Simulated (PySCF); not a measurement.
Input for PySCF: R-B3LYP/6-31G* on C2H3F (SMILES C=CF) with ghost functions, monomers drawn apart or pushed together.

```python
from pyscf import gto, scf, dft, mp
from pyscf.data.elements import chemcore

mol = gto.M(
    atom='''
    C    -1.15167336   -0.65465405    5.08010792
    C     0.03240921   -0.70060165    5.65346996
    F     1.17279639   -0.44113839    4.97087351
    H    -1.27442573   -0.40736917    4.03449664
    H    -2.02703062   -0.87121790    5.67494398
    H     0.23882194   -0.93847936    6.68842191
    ghost-C    0.36766658    0.66827527   -0.22414263
    ghost-F   -1.00917104    0.55200367   -0.02614237
    ghost-H    0.58069407    1.67532978   -0.58369717
    ghost-H    0.87130459    0.48736240    0.72435410
    ghost-H    0.67317594   -0.07022206   -0.96585117
    ''',
    basis='6-31g*',
    cart=True,
    charge=0, spin=0, verbose=3, max_memory=1800)
mf = dft.RKS(mol, xc='b3lyp')
mf.conv_tol = 1e-8
mf.max_cycle = 100
mf.kernel()
if not mf.converged:
    mf = mf.newton().run(mf.mo_coeff, mf.mo_occ)
```

Q: Give the final energy of this run.

A: -177.8195 hartree.
